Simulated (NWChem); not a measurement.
System: AlF₂, doublet; SMILES [F][Al][F]

Input file for NWChem:

```
start job
memory heap 200 mb stack 900 mb global 1100 mb
geometry units angstroms noautoz
  Al     0.000000     0.000000     0.507738
  F     -1.434552     0.000000    -0.331077
  F      1.434552     0.000000    -0.331077
end
basis spherical
  * library def2-tzvp
end
dft
  odft
  mult 2
  xc kt2
  iterations 150
  mulliken
end
task dft energy
```

Excerpt of the output:

```
             Northwest Computational Chemistry Package (NWChem) 7.3.0
             --------------------------------------------------------

 C2V symmetry detected

                             Geometry "geometry" -> ""
                             -------------------------

 Output coordinates in angstroms (scale by  1.889725989 to convert to a.u.)

  No.       Tag          Charge          X              Y              Z
 ---- ---------------- ---------- -------------- -------------- --------------
    1 Al                  13.0000     0.00000000     0.00000000     0.48705387
    2 F                    9.0000    -1.43455200     0.00000000    -0.35176113
    3 F                    9.0000     1.43455200     0.00000000    -0.35176113

 Effective nuclear repulsion energy (a.u.)      89.4540924494

      Symmetry information
      --------------------

 Group name             C2v
 Group number             16
 Group order               4
 No. of unique centers     2

                                 NWChem DFT Module
                                 -----------------

 Summary of "ao basis" -> "ao basis" (spherical)
 ------------------------------------------------------------------------------
       Tag                 Description            Shells   Functions and Types
 ---------------- ------------------------------  ------  ---------------------
 Al                        def2-tzvp                13       37   5s5p2d1f
 F                         def2-tzvp                11       31   5s3p2d1f

      Symmetry analysis of basis
      --------------------------

        a1         37
        a2         13
        b1         30
        b2         19

            General Information
            -------------------
          SCF calculation type: DFT
          Wavefunction type:  spin polarized.
          No. of atoms     :     3
          No. of electrons :    31
           Alpha electrons :    16
            Beta electrons :    15
          Charge           :     0
          Spin multiplicity:     2
          Use of symmetry is: on ; symmetry adaption is: on
          Maximum number of iterations: 150
          AO basis - number of functions:    99
                     number of shells:    35
          Convergence on energy requested:  1.00D-06
          Convergence on density requested:  1.00D-05
          Convergence on gradient requested:  5.00D-04

              XC Information
              --------------
                          KT2 Method XC Functional
                        Slater Exchange Functional  1.072 local
                           KT1 gradient correction  1.000 non-local
            Perdew 1991 LDA Correlation Functional  0.577 local

             Grid Information
             ----------------
          Grid used for XC integration:  medium
          Radial quadrature: Mura-Knowles
          Angular quadrature: Lebedev.
          Tag              B.-S. Rad. Rad. Pts. Rad. Cut. Ang. Pts.
          ---              ---------- --------- --------- ---------
          Al                  1.25       88           7.0       590
          F                   0.50       49           8.0       434
          Grid pruning is: on
          Number of quadrature shells:   137
          Spatial weights used:  Erf1

      Superposition of Atomic Density Guess
      -------------------------------------

 Sum of atomic energies:        -440.71098061

      Non-variational initial energy
      ------------------------------

 Total energy =    -440.731039
 1-e energy   =    -792.746454
 2-e energy   =     262.561323
 HOMO         =      -0.212052
 LUMO         =       0.028454

   Symmetry analysis of molecular orbitals - initial alpha
   -------------------------------------------------------

  Numbering of irreducible representations:

     1 a1          2 a2          3 b1          4 b2

  Orbital symmetries:

     1 a1          2 a1          3 b1          4 a1          5 b1
     6 a1          7 b2          8 a1          9 b1         10 a1
    11 b1         12 a1         13 b2         14 a2         15 b1
    16 a1         17 b2         18 a1         19 b1         20 a1
    21 a1         22 b2         23 b1         24 a2         25 b2
    26 a1

   Symmetry analysis of molecular orbitals - initial beta
   ------------------------------------------------------

  Numbering of irreducible representations:

     1 a1          2 a2          3 b1          4 b2

  Orbital symmetries:

     1 a1          2 a1          3 b1          4 a1          5 b1
     6 a1          7 b2          8 a1          9 b1         10 a1
    11 b1         12 a1         13 b2         14 a2         15 b1
    16 a1         17 b2         18 a1         19 b1         20 a1
    21 a1         22 b2         23 b1         24 a2         25 b2
    26 a1

     ---------------------------------------------
      Total Density - Mulliken Population Analysis
     ---------------------------------------------

    Atom       Charge   Shell Charges
 -----------   ------   -------------------------------------------------------
    1 Al  13    11.84   2.00  0.65  1.33  0.67  0.55  2.90  2.28  0.82  0.32  0.07  0.14  0.04  0.06
    2 F    9     9.58   0.77  1.20  0.62  1.03  0.29  2.40  2.38  0.89  0.00  0.00  0.00
    3 F    9     9.58   0.77  1.20  0.62  1.03  0.29  2.40  2.38  0.89  0.00  0.00  0.00

     --------------------------------------------
      Spin Density - Mulliken Population Analysis
     --------------------------------------------

    Atom       Charge   Shell Charges
 -----------   ------   -------------------------------------------------------
    1 Al  13     0.94   0.00  0.01 -0.01  0.33  0.50  0.00  0.00  0.00  0.06  0.03  0.01  0.01  0.00
    2 F    9     0.03   0.00 -0.00  0.01  0.00 -0.01  0.03  0.02 -0.01  0.00 -0.00  0.00
    3 F    9     0.03   0.00 -0.00  0.01  0.00 -0.01  0.03  0.02 -0.01  0.00 -0.00  0.00

   convergence    iter        energy       DeltaE   RMS-Dens  Diis-err
 ---------------- ----- ----------------- --------- --------- ---------
 d= 0,ls=0.0,diis     1   -446.9940083111 -5.36D+02  8.69D-03  1.27D+00
                                                     7.72D-03  1.25D+00
 d= 0,ls=0.0,diis     2   -446.5470918839  4.47D-01  6.68D-03  1.63D+00
                                                     7.60D-03  1.59D+00
 d= 0,ls=0.0,diis     3   -446.9667465815 -4.20D-01  1.95D-03  5.33D-01
                                                     1.98D-03  5.25D-01
 d= 0,ls=0.0,diis     4   -447.1233981350 -1.57D-01  8.76D-04  3.55D-03
                                                     5.35D-04  3.18D-03
 d= 0,ls=0.0,diis     5   -447.1251414520 -1.74D-03  1.20D-04  2.23D-04
                                                     8.31D-05  2.22D-04
  Resetting Diis
 d= 0,ls=0.0,diis     6   -447.1251927962 -5.13D-05  2.51D-05  2.96D-05
                                                     2.36D-05  2.83D-05
 d= 0,ls=0.0,diis     7   -447.1252036375 -1.08D-05  5.31D-06  8.53D-08
                                                     2.59D-06  7.24D-08
 d= 0,ls=0.0,diis     8   -447.1252036839 -4.64D-08  1.56D-06  1.30D-08
                                                     1.10D-06  1.20D-08

         Total DFT energy =     -447.125203683930
      One electron energy =     -796.003658723060
           Coulomb energy =      304.160819894069
    Exchange-Corr. energy =      -44.736457304331
 Nuclear repulsion energy =       89.454092449391

 Numeric. integr. density =       30.999999140756

                  Occupations of the irreducible representations
                  ----------------------------------------------

                     irrep           alpha         beta
                     --------     --------     --------
                     a1                8.0          7.0
                     a2                1.0          1.0
                     b1                5.0          5.0
                     b2                2.0          2.0

                    DFT Final Alpha Molecular Orbital Analysis
                    ------------------------------------------

 Vector   14  Occ=1.000000D+00  E=-3.589806D-01  Symmetry=a2
              MO Center= -1.5D-13, -4.5D-14, -3.2D-01, r^2= 2.5D+00
   Bfn.  Coefficient  Atom+Function         Bfn.  Coefficient  Atom+Function
  ----- ------------  ---------------      ----- ------------  ---------------
    44      0.350909  2 F  py                75     -0.350909  3 F  py
    47      0.281883  2 F  py                78     -0.281883  3 F  py
    50      0.180151  2 F  py                81     -0.180151  3 F  py
    21     -0.066549  1 Al d -2              26     -0.052901  1 Al d -2

 Vector   15  Occ=1.000000D+00  E=-3.524975D-01  Symmetry=b1
              MO Center= -3.0D-14,  4.6D-14, -3.0D-01, r^2= 2.6D+00
   Bfn.  Coefficient  Atom+Function         Bfn.  Coefficient  Atom+Function
  ----- ------------  ---------------      ----- ------------  ---------------
    45      0.264673  2 F  pz                76     -0.264673  3 F  pz
    43     -0.237774  2 F  px                74     -0.237774  3 F  px
    48      0.211624  2 F  pz                79     -0.211624  3 F  pz
    46     -0.188446  2 F  px                77     -0.188446  3 F  px
    51      0.139300  2 F  pz                82     -0.139300  3 F  pz

 Vector   16  Occ=1.000000D+00  E=-2.257919D-01  Symmetry=a1
              MO Center=  5.4D-15,  2.1D-15,  1.0D+00, r^2= 2.4D+00
   Bfn.  Coefficient  Atom+Function         Bfn.  Coefficient  Atom+Function
  ----- ------------  ---------------      ----- ------------  ---------------
     4      0.512192  1 Al s                  5      0.470681  1 Al s
    17      0.327186  1 Al pz                 3     -0.249599  1 Al s
    20      0.152398  1 Al pz                45     -0.136228  2 F  pz
    76     -0.136228  3 F  pz                48     -0.110198  2 F  pz
    79     -0.110198  3 F  pz                43     -0.092772  2 F  px

 Vector   17  Occ=0.000000D+00  E=-8.668367D-02  Symmetry=b2
              MO Center= -5.6D-15, -3.2D-15,  7.5D-01, r^2= 3.5D+00
   Bfn.  Coefficient  Atom+Function         Bfn.  Coefficient  Atom+Function
  ----- ------------  ---------------      ----- ------------  ---------------
    19      0.584111  1 Al py                16      0.529182  1 Al py
    27      0.150105  1 Al d -1              44     -0.135777  2 F  py
    75     -0.135777  3 F  py                 7     -0.110905  1 Al py
    47     -0.106668  2 F  py                78     -0.106668  3 F  py
    50     -0.105169  2 F  py                81     -0.105169  3 F  py

 Vector   18  Occ=0.000000D+00  E=-1.388047D-02  Symmetry=a1
              MO Center=  2.9D-15, -7.5D-15,  1.9D-01, r^2= 4.6D+00
   Bfn.  Coefficient  Atom+Function         Bfn.  Coefficient  Atom+Function
  ----- ------------  ---------------      ----- ------------  ---------------
    20      0.746465  1 Al pz                 5     -0.518799  1 Al s
    17      0.291923  1 Al pz                28      0.222027  1 Al d  0
    42      0.203273  2 F  s                 73      0.203273  3 F  s
    30      0.137712  1 Al d  2               4     -0.117837  1 Al s
    43      0.107693  2 F  px                74     -0.107693  3 F  px

 Vector   19  Occ=0.000000D+00  E=-4.432667D-03  Symmetry=b1
              MO Center= -2.2D-14, -3.8D-15,  1.1D+00, r^2= 4.7D+00
   Bfn.  Coefficient  Atom+Function         Bfn.  Coefficient  Atom+Function
  ----- ------------  ---------------      ----- ------------  ---------------
    18      0.881122  1 Al px                29     -0.292716  1 Al d  1
    15      0.230641  1 Al px                24     -0.123788  1 Al d  1
    42      0.117326  2 F  s                 73     -0.117326  3 F  s
    45      0.103818  2 F  pz                76     -0.103818  3 F  pz
    51      0.097702  2 F  pz                82     -0.097702  3 F  pz

                     DFT Final Beta Molecular Orbital Analysis
                     -----------------------------------------

 Vector   13  Occ=1.000000D+00  E=-3.687240D-01  Symmetry=a1
              MO Center= -3.5D-13,  1.3D-15, -3.1D-01, r^2= 2.5D+00
   Bfn.  Coefficient  Atom+Function         Bfn.  Coefficient  Atom+Function
  ----- ------------  ---------------      ----- ------------  ---------------
    45      0.305001  2 F  pz                76      0.305001  3 F  pz
    48      0.245427  2 F  pz                79      0.245427  3 F  pz
    51      0.155162  2 F  pz                82      0.155162  3 F  pz
    43     -0.145307  2 F  px                74      0.145307  3 F  px
    46     -0.120130  2 F  px                77      0.120130  3 F  px

 Vector   14  Occ=1.000000D+00  E=-3.576073D-01  Symmetry=a2
              MO Center= -1.7D-13,  2.2D-14, -3.2D-01, r^2= 2.5D+00
   Bfn.  Coefficient  Atom+Function         Bfn.  Coefficient  Atom+Function
  ----- ------------  ---------------      ----- ------------  ---------------
    44      0.351547  2 F  py                75     -0.351547  3 F  py
    47      0.282623  2 F  py                78     -0.282623  3 F  py
    50      0.181873  2 F  py                81     -0.181873  3 F  py
    21     -0.062497  1 Al d -2              26     -0.047051  1 Al d -2

 Vector   15  Occ=1.000000D+00  E=-3.499478D-01  Symmetry=b1
              MO Center=  3.5D-13, -2.2D-14, -3.1D-01, r^2= 2.5D+00
   Bfn.  Coefficient  Atom+Function         Bfn.  Coefficient  Atom+Function
  ----- ------------  ---------------      ----- ------------  ---------------
    45      0.275340  2 F  pz                76     -0.275340  3 F  pz
    43     -0.225636  2 F  px                74     -0.225636  3 F  px
    48      0.220677  2 F  pz                79     -0.220677  3 F  pz
    46     -0.178563  2 F  px                77     -0.178563  3 F  px
    51      0.146229  2 F  pz                82     -0.146229  3 F  pz

 Vector   16  Occ=0.000000D+00  E=-1.476825D-01  Symmetry=a1
              MO Center=  3.2D-15, -2.4D-15,  9.2D-01, r^2= 2.7D+00
   Bfn.  Coefficient  Atom+Function         Bfn.  Coefficient  Atom+Function
  ----- ------------  ---------------      ----- ------------  ---------------
     5      0.638870  1 Al s                  4      0.500674  1 Al s
     3     -0.261052  1 Al s                 17      0.190062  1 Al pz
    20      0.124944  1 Al pz                45     -0.108594  2 F  pz
    76     -0.108594  3 F  pz                42     -0.099014  2 F  s
    73     -0.099014  3 F  s                 43     -0.097045  2 F  px

 Vector   17  Occ=0.000000D+00  E=-3.670797D-02  Symmetry=b2
              MO Center= -2.7D-15,  1.8D-15,  5.9D-01, r^2= 4.0D+00
   Bfn.  Coefficient  Atom+Function         Bfn.  Coefficient  Atom+Function
  ----- ------------  ---------------      ----- ------------  ---------------
    19      0.694120  1 Al py                16      0.457040  1 Al py
    44     -0.138205  2 F  py                75     -0.138205  3 F  py
    50     -0.123629  2 F  py                81     -0.123629  3 F  py
    47     -0.109206  2 F  py                78     -0.109206  3 F  py
     7     -0.105233  1 Al py                10     -0.089896  1 Al py

 Vector   18  Occ=0.000000D+00  E= 1.751337D-02  Symmetry=a1
              MO Center= -6.5D-15, -3.7D-15,  3.9D-02, r^2= 5.0D+00
   Bfn.  Coefficient  Atom+Function         Bfn.  Coefficient  Atom+Function
  ----- ------------  ---------------      ----- ------------  ---------------
    20      0.877908  1 Al pz                 5     -0.539566  1 Al s
    17      0.286334  1 Al pz                42      0.235403  2 F  s
    73      0.235403  3 F  s                 43      0.097674  2 F  px
    74     -0.097674  3 F  px                28      0.089597  1 Al d  0
    49      0.088639  2 F  px                80     -0.088639  3 F  px

     ---------------------------------------------
      Total Density - Mulliken Population Analysis
     ---------------------------------------------

[...]
```

Level: KT2/def2-TZVP, spin-unrestricted. In the optimisation the excess spin sits in a1 (C2v, its own frame). Structure relaxed at the PBE0/def2-SVP, spin-unrestricted level. The spin multiplicity was typed, not searched, and may not be the lowest. No stability test was run on the SCF state.
